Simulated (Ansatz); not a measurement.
BGaH₅NSi. Charge 0, multiplicity 1. Correlated methods include outer-core shells of Ga, which these sets cover unevenly. Scalar relativity is left out up to krypton. The bonds changed during the relaxation, so this is another structure than the one it started from.

Cartesian coordinates in Å:
```
B 1.382 -0.017 -0.432
N 0.236 0.559 0.147
Si -1.283 -0.299 0.277
Ga 3.364 1.011 -0.637
H 1.207 -1.154 -0.825
H 0.270 1.501 0.508
H -1.787 -0.674 -1.067
H -2.269 0.600 0.938
H -1.119 -1.528 1.091
```

Problem. Give the diagnostics of a CCSD(T)/def2-TZVPP run (frozen core, Ansatz). (An estimate is asked.)

Solution. The calculation gave: T1 = 0.0144, largest single amplitude 0.025, largest double 0.063, (T) share of the correlation energy 3.9 %, 11 CCSD cycles. The RHF solution is unstable towards an unrestricted one. T1 lies under the customary mark of 0.02 for closed shells.
